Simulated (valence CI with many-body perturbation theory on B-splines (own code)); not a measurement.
## E1 line list for Al

Calculated by configuration interaction combined with many-body perturbation theory (CI+MBPT): three valence electrons over a frozen Dirac-Fock core [Ne], a basis of 11 s, 11 p, 10 d, 8 f, 5 g, 2 h functions for each j, with the one-electron correlation potential Σ1, the two-electron term Σ2, the three-electron term Σ3, Breit, model QED; selected CI, second order for the rest, scaled by the run's own slope (own B-spline code, finite nucleus).

Against 27 measured levels this calculation errs by 37 cm⁻¹ on average and by 110 at most. These come from a selection out of the NIST Handbook of Basic Atomic Spectroscopic Data. Levels without a partner in it may be off by more.

Lines 51 to 100 of 161 in falling wavelength, among levels below 45527 cm⁻¹, chosen from the strongest by gf and those to the six lowest levels. Wavelengths and rates use the calculated energies, so an error of 40 cm⁻¹ moves a line at 1771 nm by 0.71 % and its rate by three times that or more. Electric multipoles are in the length gauge, E1 and E2 with the static RPA response of the core. Weak lines are less certain than strong ones. Lines between different terms over intervals too small for the method are left out, as are lines whose strength nearly cancels. The highest levels of a list are the least certain.

Names give the largest LS component (configuration and term), which can be under half, so a name can repeat, a term be missing and a line seem to break the LS rules; names also repeat where a configuration has a term twice. Letters in brackets count levels of one name in rising energy.

```csv
λ vac (nm),λ from measured levels,Upper,Lower,A (s⁻¹),S (a.u.) with core polarisation,S without
1950,,3s2.6d 2D_3/2,3s2.5p 2P°_1/2,3.62e+04,5.30e-01,5.30e-01
1925,,3s2.8s 2S_1/2,3s2.5p 2P°_3/2,3.59e+05,2.53e+00,2.53e+00
1923,,3s2.8s 2S_1/2,3s2.5p 2P°_1/2,1.80e+05,1.27e+00,1.27e+00
1771,1771,3s2.6p 2P°_1/2,3s2.5s 2S_1/2,3.36e+05,1.84e+00,1.84e+00
1770,1770,3s2.6p 2P°_3/2,3s2.5s 2S_1/2,3.42e+05,3.74e+00,3.74e+00
1678,1677,3s2.4d 2D_3/2 [a],3s2.4p 2P°_3/2,1.84e+06,1.71e+01,1.71e+01
1677,1676,3s2.4d 2D_5/2 [a],3s2.4p 2P°_3/2,1.10e+07,1.54e+02,1.54e+02
1673,1672,3s2.4d 2D_3/2 [a],3s2.4p 2P°_1/2,9.22e+06,8.53e+01,8.53e+01
1670,,3s2.7p 2P°_3/2,3s2.4d 2D_5/2 [a],1.31e+05,1.21e+00,1.20e+00
1669,,3s2.7p 2P°_1/2,3s2.4d 2D_3/2 [a],1.45e+05,6.65e-01,6.64e-01
1669,,3s2.7p 2P°_3/2,3s2.4d 2D_3/2 [a],1.47e+04,1.35e-01,1.35e-01
1595,,3s2.6f 2F°_7/2,3s2.4d 2D_5/2 [a],9.39e+04,1.50e+00,1.51e+00
1595,,3s2.6f 2F°_5/2,3s2.4d 2D_5/2 [a],6.24e+03,7.49e-02,7.50e-02
1594,,3s2.6f 2F°_5/2,3s2.4d 2D_3/2 [a],8.60e+04,1.03e+00,1.03e+00
1382,,3s2.7p 2P°_1/2,3s2.5s 2S_1/2,1.27e+05,3.30e-01,3.30e-01
1381,,3s2.7p 2P°_3/2,3s2.5s 2S_1/2,1.30e+05,6.74e-01,6.75e-01
1319,1315,3s2.4p 2P°_1/2,3s2.4s 2S_1/2,1.56e+07,3.53e+01,3.53e+01
1316,1313,3s2.4p 2P°_3/2,3s2.4s 2S_1/2,1.57e+07,7.05e+01,7.05e+01
1275,1276,3s2.5p 2P°_1/2,3s2.3d 2D_3/2,5.80e+04,1.19e-01,1.20e-01
1274,1275,3s2.5p 2P°_3/2,3s2.3d 2D_5/2,5.02e+04,2.05e-01,2.08e-01
1274,1275,3s2.5p 2P°_3/2,3s2.3d 2D_3/2,5.54e+03,2.26e-02,2.29e-02
1120,1126,3s2.4f 2F°_5/2,3s2.3d 2D_5/2,9.65e+05,4.01e+00,4.01e+00
1120,1126,3s2.4f 2F°_7/2,3s2.3d 2D_5/2,1.45e+07,8.01e+01,8.01e+01
1119,1126,3s2.4f 2F°_5/2,3s2.3d 2D_3/2,1.35e+07,5.60e+01,5.60e+01
1090,1089,3s2.6s 2S_1/2,3s2.4p 2P°_3/2,2.52e+06,3.22e+00,3.21e+00
1088,1088,3s2.6s 2S_1/2,3s2.4p 2P°_1/2,1.27e+06,1.61e+00,1.61e+00
1077,1079,3s2.4d 2D_3/2 [b],3s2.4p 2P°_3/2,3.06e+04,7.54e-02,7.54e-02
1076,1078,3s2.4d 2D_5/2 [b],3s2.4p 2P°_3/2,1.92e+05,7.08e-01,7.07e-01
1075,1077,3s2.4d 2D_3/2 [b],3s2.4p 2P°_1/2,1.59e+05,3.89e-01,3.88e-01
916.2,917.5,3s2.6p 2P°_1/2,3s2.3d 2D_3/2,8.21e+01,6.24e-05,8.50e-05
916.1,917.3,3s2.6p 2P°_3/2,3s2.3d 2D_5/2,3.38e+01,5.13e-05,7.94e-05
915.9,917.2,3s2.6p 2P°_3/2,3s2.3d 2D_3/2,3.01e+00,4.56e-06,7.42e-06
890.4,892.8,3s2.5d 2D_3/2,3s2.4p 2P°_3/2,5.81e+04,8.09e-02,8.11e-02
890.2,892.6,3s2.5d 2D_5/2,3s2.4p 2P°_3/2,3.39e+05,7.08e-01,7.09e-01
889.1,891.5,3s2.5d 2D_3/2,3s2.4p 2P°_1/2,2.85e+05,3.96e-01,3.97e-01
888.6,898.1,3s2.5p 2P°_3/2,3s.3p2 4P_5/2,3.67e+01,5.08e-05,5.04e-05
884.6,,3s2.7s 2S_1/2,3s2.4p 2P°_3/2,1.24e+06,8.48e-01,8.47e-01
883.3,,3s2.7s 2S_1/2,3s2.4p 2P°_1/2,6.24e+05,4.25e-01,4.24e-01
883.1,892.5,3s2.5p 2P°_1/2,3s.3p2 4P_3/2,7.55e+00,5.14e-06,5.10e-06
882.7,892.0,3s2.5p 2P°_3/2,3s.3p2 4P_3/2,1.62e-01,2.20e-07,2.14e-07
879.4,888.8,3s2.5p 2P°_1/2,3s.3p2 4P_1/2,3.18e-01,2.13e-07,2.18e-07
879.0,888.3,3s2.5p 2P°_3/2,3s.3p2 4P_1/2,5.97e-02,8.01e-08,7.69e-08
874.5,877.6,3s2.5f 2F°_7/2,3s2.3d 2D_5/2,7.22e+06,1.91e+01,1.91e+01
874.5,877.6,3s2.5f 2F°_5/2,3s2.3d 2D_5/2,4.83e+05,9.56e-01,9.56e-01
874.4,877.5,3s2.5f 2F°_5/2,3s2.3d 2D_3/2,6.73e+06,1.33e+01,1.33e+01
810.5,821.2,3s2.4f 2F°_5/2,3s.3p2 4P_5/2,4.63e+01,7.30e-05,7.30e-05
810.5,821.2,3s2.4f 2F°_7/2,3s.3p2 4P_5/2,6.62e+02,1.39e-03,1.39e-03
805.5,816.2,3s2.4f 2F°_5/2,3s.3p2 4P_3/2,9.90e+01,1.53e-04,1.53e-04
805.3,,3s2.6d 2D_3/2,3s2.4p 2P°_3/2,1.30e+05,1.34e-01,1.34e-01
805.1,,3s2.6d 2D_5/2,3s2.4p 2P°_3/2,7.70e+05,1.19e+00,1.19e+00
```
